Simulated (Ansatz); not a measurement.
`Cl[CH2][GeH]([Cl])[Cl]` + H₂O → `[OH][GeH]([Cl])[Cl]` + `CCl` at 500 K and 1 bar (formal hydrolysis of a Ge–C bond).

Isolated molecules relaxed with PBE0-D4/def2-TZVP in Ansatz; ΔE leaves out vibrations. CCSD(T)/CBS adds triple-zeta CCSD(T) − MP2 to the extrapolated MP2 energy (def2 sets, frozen cores). This one scheme is used for every species. For Ge outer-core shells are correlated without core-valence functions, which leaves a few kJ/mol of doubt a bond. Scalar relativity is left out up to krypton. Each species was taken in one conformer, which may not be the lowest.

```csv
species,CCSD(T)/CBS energy (Eh),H − E (kJ/mol),S (J/(mol·K))
`Cl[CH2][GeH]([Cl])[Cl]`,-3495.38945,148.8,437.4
H₂O,-76.37941,73.2,206.3
`[OH][GeH]([Cl])[Cl]`,-3072.15640,102.8,386.4
`CCl`,-499.63220,119.3,258.4
```

H − E and S are ideal-gas, rigid-rotor, harmonic terms from PBE0-D4/def2-TZVP, for one conformer and one mirror image of each species. 1 Eh = 2625.50 kJ/mol, R = 8.31446 J/(mol·K).

By hand: ΔE, ΔH, ΔS and ΔG.

ΔE = (-3072.15640) + (-499.63220) − (-3495.38945) − (-76.37941) = -0.01974 Eh = -51.8 kJ/mol. Δ(H − E) = 102.8 + 119.3 − 148.8 − 73.2 = 0.1, so ΔH = -51.7 kJ/mol. ΔS = 386.4 + 258.4 − 437.4 − 206.3 = 1.1 J/(mol·K). ΔG = -51.7 − 500 × (1.1)/1000 = -52.2 kJ/mol.

By hand: the equilibrium constant, and the temperature at which ΔG would vanish if ΔH and ΔS stayed fixed.

log₁₀ K = −ΔG/(RT ln 10) = 5.5. ΔH and −TΔS have one sign here, so there is no such temperature. One of them is within its doubt of zero, so this could turn.

The number of gas molecules stays the same, so ΔS is small and ΔH decides. A doubt of 5 kJ/mol in ΔE shifts log₁₀ K by 0.5 here. Other conformers and mirror images would add mixing entropy, several J/(mol·K) or more a flexible species. Modes under 60 cm⁻¹, often nearly free rotors, make the harmonic entropy too high. These are equilibria of isolated gas molecules and say nothing of rates. Largest T1 diagnostic: 0.010 (customary marks: 0.02 for closed shells, 0.045 for open ones).
